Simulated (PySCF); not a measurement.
Electronic absorption of C5H3F3O2

Compound: C5H3F3O2.
Cartesian coordinates in Å at the GFN2-xTB level; atoms count from 1:
```
atom  x, y, z in Å
O1     1.264    2.295   -0.286
C2     1.269    1.121   -0.102
C3     2.254    0.022   -0.055
C4     1.305   -0.924   -0.002
C5     0.144    0.043    0.072
O6    -0.782   -0.035   -1.020
C7    -2.058   -0.122   -0.699
F8    -2.345   -1.202    0.058
F9    -2.515    0.925    0.008
F10   -2.793   -0.209   -1.796
H11    3.327    0.006   -0.064
H12    1.311   -1.997   -0.022
H13   -0.385    0.078    1.027
```

Computed with TDDFT B3LYP/def2-SVPD, vertical, gas phase, core orbitals frozen in the response in PySCF.

Q: List the vertical singlet excitations with oscillator strengths and describe the spectrum.

A: 

```tsv
state	λ (nm)	E (eV)	f	|μ| (D)	main configurations (H = HOMO, L = LUMO)
S1	325.3	3.81	0.0006	0.20	H→L (97%)
S2	210.0	5.90	0.0029	0.36	H→L+1 (89%)
S3	195.9	6.33	0.092	1.96	H-1→L (46%), H-2→L (43%)
S4	193.6	6.40	0.081	1.83	H-2→L (50%), H-1→L (41%)
S5	171.2	7.24	0.026	0.98	H→L+2 (91%)
S6	164.6	7.53	0.035	1.11	H-3→L (79%)
S7	161.5	7.67	0.0097	0.58	H→L+3 (73%), H→L+4 (14%)
S8	157.4	7.88	0.028	0.96	H→L+4 (47%), H-1→L+1 (38%)
```

Triplets (Tamm–Dancoff): T1 3.40 eV, H→L (95%); T2 4.09 eV, H-1→L (95%); T3 5.61 eV, H→L+1 (90%).

The lowest singlet comes at 325 nm (368 kJ/mol) in the ultraviolet; it is very weak; its leading configuration is HOMO→LUMO (97%). The strongest level in the table is S3 at 6.33 eV (196 nm, f = 0.092). Löwdin shares by element: HOMO oxygen 52% or more, carbon 36% or more; LUMO carbon 70% or more, oxygen 17% or more. Orbital energies (eV): HOMO-3 -11.06, HOMO-2 -9.98, HOMO-1 -9.05, HOMO -7.74, LUMO -2.45, LUMO+1 -0.37, LUMO+2 0.34. The oscillator strengths of these states sum to 0.276; summed over the whole spectrum of an exact calculation they would give the number of electrons, 76 (Thomas–Reiche–Kuhn). The listed states span 4.06 eV, and the widest gap between neighbours is 2.09 eV (S1 to S2). Singlets were solved by full linear response, triplets in the Tamm–Dancoff approximation.

One conformer stands for the species.
